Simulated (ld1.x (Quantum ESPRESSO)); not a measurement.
## Logarithmic derivatives: Er (Z = 68), PAW

| Property | Result |
| --- | --- |
| Element | erbium |
| Generator | ld1.x (Quantum ESPRESSO) 7.5 |
| Type | PAW |
| Functional | PW91 |
| Relativity | scalar-relativistic |
| Frozen core | [Kr] 4d10 |
| Valence charge | 22 |
| Reference configuration | 4f12 5s2 5p6 5d0 6s2 6p0 |
| Partial waves | 5s (bound): rcut 1.80, rcutus 2.40 bohr; 6s (bound): rcut 1.80, rcutus 2.40 bohr; 5p (bound): rcut 2.50, rcutus 2.75 bohr; 6p (bound, empty): rcut 2.50, rcutus 2.75 bohr; 5d (bound, empty): rcut 2.45, rcutus 2.75 bohr; 5d channel at 1.35 Ry: rcut 2.45, rcutus 2.75 bohr; 4f (bound): rcut 1.05, rcutus 1.35 bohr; 4f channel at 0.6 Ry: rcut 1.05, rcutus 1.35 bohr |
| Local potential | all-electron potential smoothed inside 1.30 bohr (lloc = -2) |
| Core correction | Bessel-smoothed model core inside 0.65 bohr |
| Augmentation charge | PSQ, inside the norm-conserving radii |

The phase is arctan(r·u′/u) with u = r·R(r), unwrapped; energies in Ry, scanned from -6 to 5 Ry. A pole is an energy at which the radial function vanishes at the test radius. The pseudo phase is shifted by a multiple of π to meet the all-electron one at the reference energy, and phase errors are pseudo minus all-electron; the curves can meet again beyond the range given. Levels narrower than the energy grid can be missing from the lists of poles.

**Question.** For each channel, where are the poles, and over which energies does the pseudopotential scatter like the atom?

**Answer.**

```tsv
channel	radius (bohr)	reference energy (Ry)	poles, all-electron	poles, pseudo	unbroken range about the reference energy with phases within 0.05 rad	phase error 1 Ry above the reference energy (rad)
s	3.00	-0.28	-3.79, 2.02	-3.79, 2.04	below 4.9	+0.001
p	3.00	-0.09	-1.84, 3.33	-2.40, -1.85, 2.41	-2.0 to 0.5	-0.239
d	3.00	-0.07	0.66	0.66	the whole range	-0.000
f	3.00	-0.23	-0.21, 3.41	-0.21, 3.41	the whole range	-0.000
```

The ghost test of this file was not conclusive. Its overlap operator is not positive definite in a basis up to 400 Ry (lowest eigenvalue p -0.41), so the file is unfit for use: the generalised eigenproblem breaks down once the basis is large enough, and its test numbers describe a broken file.

Phases in the d channel:

```csv
E (Ry),all-electron,pseudo
-6.00,1.434,1.434
-5.48,1.427,1.427
-4.96,1.420,1.420
-4.44,1.411,1.411
-3.92,1.400,1.400
-3.40,1.387,1.387
-2.88,1.370,1.370
-2.36,1.347,1.347
-1.84,1.314,1.314
-1.32,1.257,1.257
-0.80,1.133,1.132
-0.28,0.552,0.552
0.24,-1.287,-1.287
0.76,-1.605,-1.605
1.28,-1.741,-1.741
1.80,-1.889,-1.889
2.32,-2.219,-2.223
2.84,-3.425,-3.456
3.36,-4.278,-4.294
3.88,-4.502,-4.513
4.40,-4.599,-4.609
4.92,-4.656,-4.667
```
